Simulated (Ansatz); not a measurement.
Energy needed to pull apart SnHSCl (SMILES [SH][Sn][Cl]), closed shell, into free ground-state atoms, from the structure below (displaced at random from a GFN2-xTB minimum); no zero-point or spin–orbit terms; open-shell atoms are treated unrestricted, in their ground-state multiplicity.

```
4
angstrom
S -0.0518 1.5265 -0.6139
Sn -1.3130 -0.5534 -0.4755
Cl 0.1832 -1.9634 0.7587
H 1.1368 1.0241 0.2150
```

Program: Ansatz 0.2.0. Basis: def2-TZVPP. Cores are frozen in the correlated methods. Filled d shells of the heavier atoms are correlated. Core potentials replace the inner electrons of the atoms past krypton. The def2 sets are not built for correlating such inner shells, so the correlated values are less sure here.

| method | atomization energy (kJ/mol) |
| --- | --- |
| PBE-D4 | 1077 |
| revPBE-D4 | 1044 |
| BLYP-D4 | ? |
| r2SCAN-D4 | ? |
| PBE0-D4 | 1035 |
| wB97M-V | 1038 |
| HF | 664 |
| MP2 | 1009 |
| CCSD | 956 |
| CCSD(T) | 989 |

Question: What does r2SCAN-D4 give? (Judge from chemistry; the value comes from the calculation.)

Answer: By the calculation: 1050 kJ/mol, which is about 61 kJ/mol more than CCSD(T)/def2-TZVPP.

Question: What does BLYP-D4 give? (To be estimated.)

Answer: By the calculation: 1051 kJ/mol, which is about 62 kJ/mol more than CCSD(T)/def2-TZVPP.

In triple zeta the MP2 and coupled-cluster atomization energies are still short of their basis limit by a few kcal/mol a bond, whereas those of the functionals are nearly converged, so these differences are not deviations from converged CCSD(T).

The T1 diagnostic stays at or below 0.016.

For scale, one of the runs: CCSD(T)/def2-TZVPP forces, 148 basis functions (an equivalent command: `ansatz run in.yaml --threads 4`). The run took 61 s on 4 CPU threads (shared host), with 1.7 GiB of host memory at its peak.
